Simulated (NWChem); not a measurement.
System meant: AlI2F; SMILES [F][Al]([I])[I]

Input file for NWChem:

```
start job
memory heap 200 mb stack 900 mb global 1100 mb
geometry units angstroms noautoz
  Al     0.000000     0.000000    -0.851514
  F      0.000000     0.000000    -2.524248
  I      2.158556     0.000000     0.325408
  I     -2.158556     0.000000     0.325408
end
basis spherical
  * library def2-svp
end
ecp
  I library def2-ecp
end
dft
  odft
  mult 2
  xc xpbe96 cpbe96
  iterations 150
  mulliken
end
task dft energy
```

End of the output:

```
 Summary of "ao basis" -> "" (spherical)
 ------------------------------------------------------------------------------
       Tag                 Description            Shells   Functions and Types
 ---------------- ------------------------------  ------  ---------------------
 *                          def2-svp                  on all atoms

 Summary of "ao basis" -> "ao basis" (spherical)
 ------------------------------------------------------------------------------
       Tag                 Description            Shells   Functions and Types
 ---------------- ------------------------------  ------  ---------------------
 Al                         def2-svp                 8       18   4s3p1d
 F                          def2-svp                 6       14   3s2p1d
 I                          def2-svp                10       26   4s4p2d

 Summary of "ao basis" -> "ao basis" (spherical)
 ------------------------------------------------------------------------------
       Tag                 Description            Shells   Functions and Types
 ---------------- ------------------------------  ------  ---------------------
 Al                         def2-svp                 8       18   4s3p1d
 F                          def2-svp                 6       14   3s2p1d
 I                          def2-svp                10       26   4s4p2d

      Symmetry analysis of basis
      --------------------------

        a1         34
        a2         10
        b1         25
        b2         15

  number of electrons :                   72
  multiplicity        :                    2
 ------------------------------------------------------------------------
  no. of electrons and multiplicity not compatible                  72
 ------------------------------------------------------------------------
 ------------------------------------------------------------------------
  current input line :
    22: task dft energy
 ------------------------------------------------------------------------
 ------------------------------------------------------------------------
 There is an error in the input file
 ------------------------------------------------------------------------
 For more information see the NWChem manual at https://nwchemgit.github.io

0: no. of electrons and multiplicity not compatible:Received an Error in Communication
```

Task: Find the fault in this run and fix the input.

Result: The input was rejected before any calculation. Cause: the multiplicity doesn't fit the number of electrons (an even count wants an odd multiplicity, and the reverse). This input runs:
```
start job
memory heap 200 mb stack 900 mb global 1100 mb
geometry units angstroms noautoz
  Al     0.000000     0.000000    -0.851514
  F      0.000000     0.000000    -2.524248
  I      2.158556     0.000000     0.325408
  I     -2.158556     0.000000     0.325408
end
basis spherical
  * library def2-svp
end
ecp
  I library def2-ecp
end
dft
  xc xpbe96 cpbe96
  iterations 150
  mulliken
end
task dft energy
```
It converges to -937.45355 Ha (PBE/def2-SVP with def2 effective core potentials on I).
